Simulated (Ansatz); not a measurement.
One geometry of the cluster Ag4H4, several levels of theory.

```yaml
crystal:
  periodic: [false, false, false]
  atoms:
    - {symbol: Ag, position_ang: [-0.158499, -1.890343, -0.121578]}
    - {symbol: Ag, position_ang: [-1.894084, 0.159799, -0.015195]}
    - {symbol: Ag, position_ang: [1.894093, -0.159804, 0.015213]}
    - {symbol: Ag, position_ang: [0.158524, 1.890337, 0.121592]}
    - {symbol: H, position_ang: [1.623560, -1.917659, -0.101674]}
    - {symbol: H, position_ang: [1.920053, 1.618707, 0.130222]}
    - {symbol: H, position_ang: [-1.623522, 1.917904, 0.097219]}
    - {symbol: H, position_ang: [-1.920136, -1.618941, -0.125799]}
basis:
  gaussian: {orbitals: def2-TZVP, initial_orbitals: start.molden}
hamiltonian: {xc: {name: wB97M-V}}
scf: {omitted_lower_state_checks: [starts]}
output: {orbitals: {seedname: orbitals}}
```

The file start.molden holds the orbitals of an earlier run on this structure, at another level or in another basis.

```sh
$ ansatz run in.yaml --threads 4 --pin off --events-out ev --progress --plain --max-ram 3916MiB
```

Output, abridged:

```
Functional definition: wB97M-V
1588 factors; their error is unknown
404 factors; integrals over basis functions are off by at most 1.7e-5 eV
mean field evaluation 1: about -16058.9311 eV, gradient 7.9e0 eV
mean field evaluation 2: about -16059.0529 eV, gradient 1.5e-1 eV
mean field evaluation 4: about -16059.1175 eV, gradient 2.7e-4 eV
mean field -16059.11750396 eV, -590.1616830099 hartree, gradient 1.4e-5 eV, S^2 0.000000; 0 other end points of the search recorded, 0 dependent functions left out
reference -16059.11757482 eV, -590.1616856138 hartree; 40, 40 occupied and 144, 144 virtual orbitals, 1588 factors
Total energy: -16059.11757482 eV, -590.1616856138 hartree
Checks for a lower state left out: starts
```

It took 18 s on 4 threads of Arm Neoverse V1 on a shared host, peak host memory 0.85 GiB.

First input, but with `hamiltonian: {xc: {name: B97M-V}}` (abridged; 16 s):

```
Functional definition: B97M-V
mean field -16066.22538630 eV, -590.4228928677 hartree, gradient 7.4e-6 eV, S^2 0.000000
Total energy: -16066.22547097 eV, -590.4228959795 hartree
Checks for a lower state left out: starts
```

As the first input, with `hamiltonian: {xc: pbe}`, `correlation: {method: rpa}` and without the key `output` (abridged; 8.5 s):

```
Functional definition: PBE
mean field -16068.13068639 eV, -590.4929113548 hartree, gradient 8.2e-6 eV, S^2 0.000000
Total energy: -16038.08374696 eV, -589.3887066971 hartree
Checks for a lower state left out: starts
```

First input, but with `hamiltonian: {xc: {name: PBE-QIDH}}` and without the key `output` (abridged; 8.5 s):

```
Functional definition: PBE-QIDH
mean field -16031.84375869 eV, -589.1593913580 hartree, gradient 2.2e-6 eV, S^2 0.000000
second order -61.35599142 eV of doubles, -0.00000000 eV of singles
Total energy: -16052.29577449 eV, -589.9109890758 hartree
Checks for a lower state left out: starts
```

The first input with `hamiltonian: {xc: pbe, dispersion: d4}` (abridged; 2.9 s):

```
Functional definition: PBE
mean field -16068.13069288 eV, -590.4929115931 hartree, gradient 1.9e-5 eV, S^2 0.000000
Total energy: -16068.53783941 eV, -590.5078739522 hartree
Checks for a lower state left out: starts
```

First input, but with `gaussian: {orbitals: def2-SVP, initial_orbitals: start.molden}`, `hamiltonian: {xc: pbe0, dispersion: d4}` (abridged; 3 s):

```
Functional definition: PBE0
mean field -16061.95874197 eV, -590.2660965806 hartree, gradient 7.5e-5 eV, S^2 0.000000
Total energy: -16062.30963352 eV, -590.2789916073 hartree
Checks for a lower state left out: starts
```

First input, but with `gaussian: {orbitals: def2-TZVPD, initial_orbitals: start.molden}`, `hamiltonian: {xc: pbe, dispersion: d4}` (abridged; 3.1 s):

```
Functional definition: PBE
mean field -16068.17342797 eV, -590.4944820787 hartree, gradient 2.2e-5 eV, S^2 0.000000
Total energy: -16068.58057450 eV, -590.5094444379 hartree
Checks for a lower state left out: starts
```

Geometry: r2SCAN-D4/def2-SVP.

In the def2 sets Ag takes a core potential; there is no spin–orbit coupling. Correlated methods freeze no core orbitals; core or outer-core shells of Ag are correlated, in sets that lack core-valence functions. The structure comes from a short search, and lower isomers may exist.
